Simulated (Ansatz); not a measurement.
The cluster Sn₆, relaxed as a singlet with RKS PBE-D4/def2-SVP in Ansatz, starting from the GFN2-xTB geometry. Force threshold 0.02 eV/Å.

In the def2 sets Sn takes a core potential; there is no spin–orbit coupling. The restricted singlet is unstable towards broken spin symmetry in Hartree–Fock (as tested in another run); at PBE-D4/def2-SVP this wasn't settled. Another isomer (singlet) lies 0.69 eV lower at PBE0-D4/def2-TZVP; other spin states weren't run for this one.

Start:

```xyz
6

Sn    0.629   -1.495    1.014
Sn   -2.099   -1.880    1.114
Sn    1.284   -0.484   -1.557
Sn   -1.403    0.351   -0.299
Sn    0.447    2.214   -1.427
Sn    1.143    1.294    1.155
```

Task: Estimate the energy that the relaxation releases and the steps that it takes.

Result: 25.4 kJ/mol, in 6 steps; 9 s on 4 threads of Intel Xeon Platinum 8488C on a shared host. No frequencies were taken in this run, so the end may be a saddle point.

Task: Does the start keep its bonding and symmetry?

Result: By distances, no bond broke or formed. The bond that changes most is Sn1–Sn4, from 3.04 to 3.27 Å (atoms count from 1). Point group Cs at the start, Cs at the end, both within 0.05 Å.

Task: Predict the relaxed structure.

Result: 
```xyz
6

Sn    0.7320   -1.5862    1.0787
Sn   -2.1385   -1.9090    1.1332
Sn    1.2626   -0.5251   -1.5870
Sn   -1.4518    0.3916   -0.3309
Sn    0.4785    2.3257   -1.4976
Sn    1.1172    1.3031    1.2035
```
Bond lengths (bridged metal pairs left out): 10 × Sn–Sn 2.81 to 3.27 Å.
